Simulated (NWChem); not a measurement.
Program: NWChem. System: ClPb (+1), charge 1, spin multiplicity 1, at a geometry optimised with PBE0/def2-SVP with def2 effective core potentials on Pb. The structure started from a generated list of species. Level: CIS/def2-SVPD with def2 effective core potentials on Pb.

Input file:

```
start mol
memory heap 200 mb stack 900 mb global 1100 mb
charge 1
geometry units angstroms nocenter noautoz
  Pb     0.000000     0.000000    -0.410270
  Cl     0.000000     0.000000     1.978949
  symmetry group C2v
end
basis spherical
  * library def2-svpd
end
ecp
  Pb library def2-ecp
end
dft
  xc hfexch
  semidirect memsize 60000000 filesize 0
  iterations 100
end
tddft
  cis
  nroots 5
  notriplet
  thresh 1e-4
end
task tddft energy
```

Part of the output:

```
             Northwest Computational Chemistry Package (NWChem) 7.3.0
             --------------------------------------------------------

                                NWChem Input Module
                                -------------------

 Scaling coordinates for geometry "geometry" by  1.889725989
 (inverse scale =  0.529177249)

 Turning off AUTOSYM since
 SYMMETRY directive was detected!

                             Geometry "geometry" -> ""
                             -------------------------

 Output coordinates in angstroms (scale by  1.889725989 to convert to a.u.)

  No.       Tag          Charge          X              Y              Z
 ---- ---------------- ---------- -------------- -------------- --------------
    1 Pb                  82.0000     0.00000000     0.00000000    -0.41027000
    2 Cl                  17.0000     0.00000000     0.00000000     1.97894900

 Effective nuclear repulsion energy (a.u.)     308.7507194215

            Nuclear Dipole moment (a.u.)
            ----------------------------
        X                 Y               Z
 ---------------- ---------------- ----------------
     0.0000000000     0.0000000000    -0.0000132281

      Symmetry information
      --------------------

 Group name             C2v
 Group number             16
 Group order               4
 No. of unique centers     2

      Symmetry unique atoms

     1    2


 Summary of "ao basis" -> "" (spherical)
 ------------------------------------------------------------------------------
       Tag                 Description            Shells   Functions and Types
 ---------------- ------------------------------  ------  ---------------------
 *                         def2-svpd                  on all atoms

 Summary of "ao basis" -> "ao basis" (spherical)
 ------------------------------------------------------------------------------
       Tag                 Description            Shells   Functions and Types
 ---------------- ------------------------------  ------  ---------------------
 Pb                        def2-svpd                12       32   5s4p3d
 Cl                        def2-svpd                11       27   5s4p2d

 Summary of "ao basis" -> "ao basis" (spherical)
 ------------------------------------------------------------------------------
       Tag                 Description            Shells   Functions and Types
 ---------------- ------------------------------  ------  ---------------------
 Pb                        def2-svpd                12       32   5s4p3d
 Cl                        def2-svpd                11       27   5s4p2d

      Symmetry analysis of basis
      --------------------------

        a1         28
        a2          5
        b1         13
        b2         13

            General Information
            -------------------
          SCF calculation type: DFT
          Wavefunction type:  closed shell.
          No. of atoms     :     2
          No. of electrons :    38
           Alpha electrons :    19
            Beta electrons :    19
          Charge           :     1
          Spin multiplicity:     1
          Use of symmetry is: off; symmetry adaption is: on
          Maximum number of iterations: 100
          AO basis - number of functions:    59
                     number of shells:    23
          Convergence on energy requested:  1.00D-06
          Convergence on density requested:  1.00D-05
          Convergence on gradient requested:  5.00D-04

              XC Information
              --------------
                     Hartree-Fock (Exact) Exchange  1.000

          Convergence Information
          -----------------------
          Convergence aids based upon iterative change in
          total energy or number of iterations.
          Levelshifting, if invoked, occurs when the
          HOMO/LUMO gap drops below (HL_TOL):  1.00D-02
          DIIS, if invoked, will attempt to extrapolate
          using up to (NFOCK): 10 stored Fock matrices.

                    Damping( 0%)  Levelshifting(0.5)       DIIS
                  --------------- ------------------- ---------------
          dE  on:    start            ASAP                start
          dE off:    2 iters        100 iters           100 iters

      Screening Tolerance Information
      -------------------------------
          Density screening/tol_rho:  1.00D-10
          AO Gaussian exp screening on grid/accAOfunc:  14
          CD Gaussian exp screening on grid/accCDfunc:  20
          XC Gaussian exp screening on grid/accXCfunc:  20
          Schwarz screening/accCoul:  1.00D-08

      Superposition of Atomic Density Guess
      -------------------------------------

 Sum of atomic energies:        -678.68943164

 Renormalizing density from      39.00 to     38

      Non-variational initial energy
      ------------------------------

 Total energy =    -642.358016
 1-e energy   =   -1106.631441
 2-e energy   =     381.437866
 HOMO         =      -0.735279
 LUMO         =      -0.326072

      Symmetry analysis of molecular orbitals - initial
      -------------------------------------------------

 !! scf_movecs_sym_adapt:   36 vectors were symmetry contaminated

  Symmetry fudging

 !! scf_movecs_sym_adapt:   36 vectors were symmetry contaminated

  Numbering of irreducible representations:

     1 a1          2 a2          3 b1          4 b2

  Orbital symmetries:

     1 a1          2 a1          3 a1          4 b1          5 b2
     6 a1          7 a1          8 b1          9 b2         10 a1
    11 b1         12 b2         13 a2         14 a1         15 a1
[...]
     -   - - -        -----         -----         ----         -------
     0   0 0 0      1.000000    -19.000000    -19.000000     39.000000

     1   1 0 0     -0.000000     -0.000000     -0.000000      0.000000
     1   0 1 0      0.000000      0.000000      0.000000      0.000000
     1   0 0 1     -1.548372    -24.033116    -24.033116     46.517860

     2   2 0 0    -24.887655    -12.443827    -12.443827      0.000000
     2   1 1 0      0.000000      0.000000      0.000000      0.000000
     2   1 0 1     -0.000000     -0.000000     -0.000000      0.000000
     2   0 2 0    -24.887655    -12.443827    -12.443827      0.000000
     2   0 1 1      0.000000      0.000000      0.000000      0.000000
     2   0 0 2    -26.933114   -138.952217   -138.952217    250.971321

                                NWChem TDDFT Module
                                -------------------

            General Information
            -------------------
           No. of orbitals :     118
            Alpha orbitals :      59
             Beta orbitals :      59
        Alpha frozen cores :       0
         Beta frozen cores :       0
     Alpha frozen virtuals :       0
      Beta frozen virtuals :       0
         Spin multiplicity :       1
    Number of AO functions :      59
        Use of symmetry is : off
      Symmetry adaption is : on
         Schwarz screening :  0.10D-07

              XC Information
              --------------
              Hartree-Fock (Exact) Exchange   1.00

             TDDFT Information
             -----------------
          Calculation type : CIS
         Wavefunction type : Restricted singlets
          No. of electrons :      38
           Alpha electrons :      19
            Beta electrons :      19
              No. of roots :       5
          Max subspacesize :    5000
            Max iterations :     100
               Target root :       1
           Target symmetry : none
      Symmetry restriction : off
                 Algorithm : Optimal
        Davidson threshold :  0.10D-03

            Memory Information
            ------------------
          Available GA space size is         144175719 doubles
          Available MA space size is         144169804 doubles
          Length of a trial vector is          760
          Algorithm : Incore multiple tensor contraction
          Estimated peak GA usage is          11553483 doubles
          Estimated peak MA usage is             13000 doubles

    5 smallest eigenvalue differences (eV)
--------------------------------------------------------
  No. Spin  Occ  Vir  Irrep   E(Occ)    E(Vir)   E(Diff)
--------------------------------------------------------
    1    1   19   20 b1       -0.636    -0.224    11.211
    2    1   19   21 b2       -0.636    -0.224    11.211
    3    1   18   20 a2       -0.643    -0.224    11.424
    4    1   17   20 a1       -0.643    -0.224    11.424
    5    1   18   21 a1       -0.643    -0.224    11.424
--------------------------------------------------------

  Entering Davidson iterations
  Restricted singlet excited states

  Iter   NTrls   NConv    DeltaV     DeltaE      Time
  ----  ------  ------  ---------  ---------  ---------
    1      5       0     0.12E+00   0.10+100        4.5
    2     10       0     0.63E-01   0.31E-01        2.9
    3     15       0     0.22E-01   0.71E-02        2.9
    4     20       0     0.78E-02   0.47E-03        2.7
    5     25       1     0.45E-01   0.24E-01        2.6
    6     29       1     0.11E-01   0.12E-02        2.7
    7     33       3     0.13E-02   0.28E-04        2.7
    8     35       3     0.20E-03   0.49E-06        2.7
    9     37       5     0.61E-04   0.10E-07        2.8
  ----  ------  ------  ---------  ---------  ---------
  Convergence criterion met

  Ground state a1       -651.005296378701 a.u.

  ----------------------------------------------------------------------------
  Root   1 singlet b1             0.196405947 a.u.                5.3445 eV
  ----------------------------------------------------------------------------
     Transition Moments    X -0.60764   Y -0.00000   Z  0.00000
     Transition Moments   XX -0.00000  XY -0.00000  XZ  2.41802
     Transition Moments   YY -0.00000  YZ  0.00000  ZZ  0.00000
     Dipole Oscillator Strength                    0.0483459634
     Electric Quadrupole                           0.0000002359
     Magnetic Dipole                               0.0000030700
     Total Oscillator Strength                     0.0483492692

          sigma_e =   1.8504 Angstrom
          sigma_h =   1.8492 Angstrom
         |d_h->e| =   1.0743 Angstrom
            d_exc =   2.8015 Angstrom
            d_CD1 =   1.0755 Angstrom
            d_CD2 =  -0.7755 Angstrom
            d_CD3 =   3.8758 Angstrom
     Pearson C.C. =   0.0218

     Occ.   19  a1  ---  Virt.   20  b1       0.98623
     Occ.   19  a1  ---  Virt.   27  b1      -0.11216
     Occ.   19  a1  ---  Virt.   34  b1      -0.05947
  ----------------------------------------------------------------------------
  Root   2 singlet b2             0.196405947 a.u.                5.3445 eV
  ----------------------------------------------------------------------------
     Transition Moments    X -0.00000   Y  0.60764   Z -0.00000
     Transition Moments   XX  0.00000  XY -0.00000  XZ  0.00000
     Transition Moments   YY  0.00000  YZ -2.41802  ZZ -0.00000
     Dipole Oscillator Strength                    0.0483459634
     Electric Quadrupole                           0.0000002359
     Magnetic Dipole                               0.0000030700
     Total Oscillator Strength                     0.0483492692

          sigma_e =   1.8504 Angstrom
          sigma_h =   1.8492 Angstrom
         |d_h->e| =   1.0743 Angstrom
            d_exc =   2.8015 Angstrom
            d_CD1 =   1.0755 Angstrom
            d_CD2 =  -0.7755 Angstrom
            d_CD3 =   3.8758 Angstrom
     Pearson C.C. =   0.0218

     Occ.   19  a1  ---  Virt.   21  b2      -0.98623
     Occ.   19  a1  ---  Virt.   28  b2      -0.11216
     Occ.   19  a1  ---  Virt.   33  b2       0.05947
  ----------------------------------------------------------------------------
  Root   3 singlet a2             0.213567013 a.u.                5.8115 eV
  ----------------------------------------------------------------------------
     Transition Moments    X  0.00000   Y  0.00000   Z -0.00000
     Transition Moments   XX -0.00000  XY  0.00002  XZ -0.00000
     Transition Moments   YY  0.00000  YZ -0.00000  ZZ -0.00000
     Dipole Oscillator Strength                    0.0000000000
     Electric Quadrupole                           0.0000000000
     Magnetic Dipole                               0.0000000000
     Total Oscillator Strength                     0.0000000000

          sigma_e =   1.8804 Angstrom
          sigma_h =   1.1828 Angstrom
         |d_h->e| =   1.9648 Angstrom
            d_exc =   2.9652 Angstrom
            d_CD1 =   2.6623 Angstrom
            d_CD2 =   0.4332 Angstrom
            d_CD3 =   4.9299 Angstrom
     Pearson C.C. =   0.0006

     Occ.   17  b1  ---  Virt.   21  b2      -0.69564
     Occ.   17  b1  ---  Virt.   28  b2      -0.10297
     Occ.   17  b1  ---  Virt.   38  b2      -0.05834
     Occ.   18  b2  ---  Virt.   20  b1       0.69564
     Occ.   18  b2  ---  Virt.   27  b1      -0.10297
     Occ.   18  b2  ---  Virt.   39  b1       0.05835
  ----------------------------------------------------------------------------
  Root   4 singlet a2             0.214691338 a.u.                5.8421 eV
  ----------------------------------------------------------------------------
     Transition Moments    X -0.00000   Y  0.00000   Z -0.00000
     Transition Moments   XX  0.00000  XY  0.67240  XZ  0.00000
     Transition Moments   YY -0.00000  YZ  0.00000  ZZ -0.00000
     Dipole Oscillator Strength                    0.0000000000
     Electric Quadrupole                           0.0000000238
     Magnetic Dipole                               0.0000000000
     Total Oscillator Strength                     0.0000000238

          sigma_e =   1.8821 Angstrom
          sigma_h =   1.1833 Angstrom
         |d_h->e| =   1.9701 Angstrom
            d_exc =   2.9651 Angstrom
            d_CD1 =   2.6690 Angstrom
            d_CD2 =   0.4374 Angstrom
            d_CD3 =   4.9352 Angstrom
     Pearson C.C. =   0.0072

     Occ.   17  b1  ---  Virt.   21  b2      -0.69605
     Occ.   17  b1  ---  Virt.   28  b2      -0.10169
     Occ.   17  b1  ---  Virt.   38  b2      -0.05684
     Occ.   18  b2  ---  Virt.   20  b1      -0.69604
     Occ.   18  b2  ---  Virt.   27  b1       0.10169
     Occ.   18  b2  ---  Virt.   39  b1      -0.05684
  ----------------------------------------------------------------------------
  Root   5 singlet a1             0.214691341 a.u.                5.8421 eV
  ----------------------------------------------------------------------------
     Transition Moments    X  0.00000   Y  0.00000   Z -0.00000
     Transition Moments   XX  0.67243  XY -0.00000  XZ -0.00000
     Transition Moments   YY -0.67243  YZ -0.00000  ZZ -0.00000
     Dipole Oscillator Strength                    0.0000000000
     Electric Quadrupole                           0.0000000238
     Magnetic Dipole                               0.0000000000
     Total Oscillator Strength                     0.0000000238

          sigma_e =   1.8821 Angstrom
          sigma_h =   1.1833 Angstrom
         |d_h->e| =   1.9701 Angstrom
            d_exc =   2.9651 Angstrom
            d_CD1 =   2.6690 Angstrom
            d_CD2 =   0.4374 Angstrom
            d_CD3 =   4.9352 Angstrom
     Pearson C.C. =   0.0072

     Occ.   17  b1  ---  Virt.   20  b1      -0.69604
     Occ.   17  b1  ---  Virt.   27  b1       0.10169
     Occ.   17  b1  ---  Virt.   39  b1      -0.05684
     Occ.   18  b2  ---  Virt.   21  b2       0.69604
     Occ.   18  b2  ---  Virt.   28  b2       0.10169
     Occ.   18  b2  ---  Virt.   38  b2       0.05684

              Target root =      1
          Target symmetry = none
      Ground state energy =   -651.005296378701
        Excitation energy =      0.196405947444
     Excited state energy =   -650.808890431257

  stored tddft:energy   -650.80889043125660

 Task  times  cpu:       27.9s     wall:       27.9s

 Total times  cpu:       28.0s     wall:       28.0s
```
